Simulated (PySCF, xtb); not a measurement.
3-bromo-1,1-difluoropropa-1,2-diene (C3HBrF2), SMILES FC(F)=C=CBr.

GFN2-xTB run with xtb at its own geometry gives an orbital gap of 4.06 eV and a dipole moment of 2.26 D.

Geometry: B3LYP-D3(BJ)/def2-SVP.

**Question.** What does PBE/def2-TZVP in PySCF give? (An estimate is asked for; the answer gives what the named calculation found.)

**Answer.** gap 4.36 eV (levels -6.64 and -2.29 eV), dipole 0.98 D.
